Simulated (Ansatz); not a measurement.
F₃ISi, SMILES `F[Si](F)(F)I` at its PBE0-D4/def2-TZVP geometry, where that method's forces vanish. Total charge 0; spin multiplicity 1. I: def2 effective core potential.

```xyz
5

F     0.4217    0.6413   -1.4331
Si    0.0053    0.1407   -0.0044
F    -1.3940    0.7637    0.3400
F     1.0508    0.6939    1.0280
I    -0.0838   -2.2395    0.0695
```

Question: What forces (eV/Å) does PBE-D4/def2-TZVPP give on these atoms in Ansatz 0.2.0? (Best estimate.)

Answer: Ansatz gave: 
```
F1   0.204  0.228 -0.700
Si2 -0.019 -0.485  0.015
F3  -0.687  0.290  0.169
F4   0.512  0.255  0.507
I5  -0.010 -0.288  0.009
```
